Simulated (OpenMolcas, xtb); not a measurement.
## How methods differ on C2H5NSi (SMILES C[SiH2]C#N)

The species is C2H5NSi (9 atoms), meant as a singlet with charge 0. As SMILES, `C[SiH2]C#N`. The shape is that of a PBE0-D4/def2-TZVP optimisation.

Quantity: the vertical energy of the triplet above the singlet, in eV. The values are calculated.

```json
{"level": "GFN0-xTB", "kind": "semi-empirical", "program": "xtb", "value (eV)": "4.30", "less CCSD(T)/cc-pVDZ": "-2.22", "CPU time (all runs)": "under 2 s"}
{"level": "HF/cc-pVDZ", "kind": "Hartree–Fock", "program": "OpenMolcas", "value (eV)": "5.19", "less CCSD(T)/cc-pVDZ": "-1.33", "CPU time (all runs)": "40 s"}
{"level": "SVWN5/cc-pVDZ", "kind": "LDA", "program": "OpenMolcas", "value (eV)": "6.39", "less CCSD(T)/cc-pVDZ": "-0.13", "CPU time (all runs)": "2.3 min"}
{"level": "BLYP/cc-pVDZ", "kind": "GGA", "program": "OpenMolcas", "value (eV)": "6.23", "less CCSD(T)/cc-pVDZ": "-0.29", "CPU time (all runs)": "2.7 min"}
{"level": "PBE/cc-pVDZ", "kind": "GGA", "program": "OpenMolcas", "value (eV)": "6.20", "less CCSD(T)/cc-pVDZ": "-0.32", "CPU time (all runs)": "3.4 min"}
{"level": "r2SCAN/cc-pVDZ", "kind": "meta-GGA", "program": "OpenMolcas", "value (eV)": "6.05", "less CCSD(T)/cc-pVDZ": "-0.47", "CPU time (all runs)": "4 min"}
{"level": "B3LYP/cc-pVDZ", "kind": "global hybrid", "program": "OpenMolcas", "value (eV)": "6.22", "less CCSD(T)/cc-pVDZ": "-0.30", "CPU time (all runs)": "4.1 min"}
{"level": "CCSD(T)/cc-pVDZ, open shells restricted", "kind": "coupled cluster or CI", "program": "OpenMolcas", "value (eV)": "6.52", "less CCSD(T)/cc-pVDZ": "0.00", "CPU time (all runs)": "2.6 min"}
```

CCSD(T)/cc-pVDZ, open shells restricted is the highest level here, not the true value. The values span 4.30 to 6.52 eV. The xTB rows lack spin polarisation, so open shells miss the exchange term that lowers them. CPU times are rough (shared hosts, several kinds of processor): they show what a rung costs within a factor of a few.
